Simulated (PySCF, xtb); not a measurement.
Al(Me)2(SiH3) (C2H9AlSi), SMILES [CH3][Al]([CH3])[SiH3].

GFN2-xTB in xtb at its own geometry gives an orbital gap of 3.60 eV and a dipole moment of 1.47 D.

Geometry: ωB97X-D3(BJ)/def2-SVP. The structure was generated by enumeration; whether it is a known compound was not checked.

What does ωB97X/def2-TZVP in PySCF give? (Estimate from the structure and the level; the computed values follow.)

gap 9.95 eV (levels -9.40 and 0.56 eV), dipole 1.30 D.
